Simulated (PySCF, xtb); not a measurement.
System: C₂H₆Zn, singlet: bend at the central Zn, local threefold symmetry of each CH3 group. Scanned: C-Zn-C angle. Other coordinates (Zn-C length, H-C-Zn angle, C-H length) were minimised at B3LYP/def2-TZVP. Each profile is relative to its own lowest point.

```tsv
a / °	A	B	C
180	0.0	0.0	0.0
172.50	0.4	0.4	0.1
165	1.6	1.4	0.1
157.50	3.5	3.1	0.4
150	6.1	5.5	0.7
142.50	9.4	8.5	1.2
135	13.4	12.2	1.9
127.50	18.0	16.5	2.9
120	23.2	21.5	4.2
112.50	29.0	27.2	6.0
105	35.7	33.9	8.4
97.50	43.3	41.6	11.7
90	52.3	50.9	16.1
```

Energies in kcal/mol.

Q: Match the curves with the methods GFN1-xTB in xtb; PySCF with RHF/def2-TZVP; PySCF with wB97X-V/def2-TZVP.

A: A is wB97X-V; B is RHF; C is GFN1-xTB.
